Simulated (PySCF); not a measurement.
## Relaxation of singlet WSF4

Method: PBE0 in PySCF with W def2-SVP with ECP60, S def2-SVP, F def2-SVP; scalar-relativistic core potentials, no spin–orbit coupling; density-fitted integrals. A (50,194) grid was used.

A hand-made trigonal bipyramidal (ligand arrangement 2) start, of C3v symmetry, held to at least that symmetry:

```xyz
6
charge 0 multiplicity 1, angstrom
W     0.0000    0.0000    0.1036
S     0.0000    0.0000   -2.0364
F     0.0000    0.0000    2.1136
F     2.0100    0.0000    0.1036
F    -1.0050    1.7407    0.1036
F    -1.0050   -1.7407    0.1036
```

Optimiser trace:
| step | E − E(last) (kJ/mol) | largest gradient (Eh/bohr) |
| --- | --- | --- |
| 0 | 147.25 | 0.07802 |
| 1 | 15.82 | 0.02492 |
| 2 | 1.57 | 0.01244 |
| 3 | 0.32 | 0.00659 |
| 4 | 0.01 | 0.00070 |
| 5 | 0.00 | 0.00010 |
| 6 | 0.00 | 0.00002 |

It ends at C3v with W–F 1.836 Å (×3), W–F 1.917 Å, W–S 2.136 Å; F–W–F 84.6° (×3), F–W–F 119.1° (×3), F–W–S 95.4° (×3), F–W–S 180.0° (after a last refinement on a finer grid). The frequency run here used a shortcut that can spoil soft modes, so no verdict on minimum or saddle point is given. Other isomers or separated fragments may lie lower.

No spin–orbit coupling is included, which matters more the heavier the element.
